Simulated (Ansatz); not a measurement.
Ideal-gas functions of `[SH][Ga]([Cl])[Cl]` at 800 K and 1 bar, from an Ansatz frequency run at PBE0-D4/def2-TZVP.

Molar mass 173.7 g/mol, point group Cs (symmetry number 1), electronic degeneracy 1, moments of inertia 237.171, 240.882, 478.053 u Å². Harmonic wavenumbers (cm⁻¹, unscaled): 108, 124, 136, 275, 370, 455, 462, 723, 2709.

Use S(trans) = R[1.5 ln M + 2.5 ln T − 1.1517]; rotational temperatures θ = 24.2544 K / I; S(rot) = R[ln(√π/σ · √(T³/θAθBθC)) + 1.5]; for each mode x = 1.438777 ν̃/T, S = R[x/(eˣ − 1) − ln(1 − e⁻ˣ)] and H = RT x/(eˣ − 1); 1 cm⁻¹ = 0.0119627 kJ/mol; R = 8.31446 J/(mol·K).

Task: By hand: the entropy, in J/(mol·K).

Result: Translation 193.7. Rotation: θ = 0.1023, 0.1007, 0.0507 K, giving 132.0. Vibration, mode by mode: 21.95, 20.81, 20.04, 14.25, 11.85, 10.21, 10.09, 6.69, 0.38, in all 116.3. Electronic 0.0. Sum 442.0 J/(mol·K).

Task: By hand: H − E and G − E in kJ/mol, counted from the electronic energy.

Result: Zero-point energy ½ × 5362 × 0.0119627 = 32.1; thermal vibration 39.7; translation, rotation and pV give 4 RT = 26.6. H − E = 98.4 kJ/mol, and G − E = 98.4 − 800 × 442.0/1000 = -255.2 kJ/mol.

Vibration gives 26 % of the entropy, 62.8 J/(mol·K) of it from the modes under 150 cm⁻¹: soft modes count most, and the harmonic formula is weakest for them. The sum counts one conformer and one mirror image; others add a mixing term.
